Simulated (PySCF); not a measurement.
CH₅InO₂. Atoms are numbered in the order given.

```xyz
9

In    -0.3073    -0.0363     0.4941
H     -1.5132    -0.5070     1.6217
O      1.2606     1.2375     0.6600
H      1.2863     1.6220     1.5571
O     -0.2714    -0.7679    -1.3835
C      0.7253    -0.3777    -2.3062
H      1.3051    -1.2670    -2.6504
H      0.2576     0.0766    -3.2119
H      1.4574     0.3607    -1.9048
```

The structure is a stationary point at PBE-D3(BJ)/def2-SVP. The def2 effective core potentials stand for the cores of In; spin–orbit coupling is left out. Other conformers were not sampled.

The numbers are results of PySCF 2.14.0 with IEF-PCM-PBE0/def2-SVP, not measurements.

The values are the electrostatic part of the solvation free energy, E(continuum) − E(gas) at the gas-phase geometry, in a cavity of scaled van der Waals radii (PySCF's table); cavitation and dispersion terms are not included. A continuum can't describe solvent molecules that bind to the metal. In vacuum the orbital gap is 6.04 eV. The dipole moment in vacuum is 2.65 D.

```csv
solvent,ε,ΔG(elec) (kcal/mol),dipole (D),gap (eV)
water,78.36,-9.8,3.49,6.50
"N,N-dimethylformamide",37.22,-9.5,3.47,6.48
ethanol,24.85,-9.3,3.45,6.47
```
